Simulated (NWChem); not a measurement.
A series in which one site is exchanged, each optimised at PBE0/def2-SVP with NWChem, gas phase unless a solvent is named. For some, no frequency run checked for a minimum. def2 effective core potentials on Ag, I; no spin-orbit coupling.

A: [Cl][Ag]<-[OH2] (AgH$_{2}$OCl; site = Cl)
B: [OH2]->[Ag][I] (AgH₂OI; site = I)
C: [Br][Ag]<-[OH2] (AgH2OBr; site = Br)
D: [OH2]->[Ag][F] (AgH2OF; site = F)

Rank them by vertical ionisation energy, ΔSCF, B3LYP/def2-SVP (eV), lowest first.

B (8.40), C (8.85), A (9.24), D (9.62)
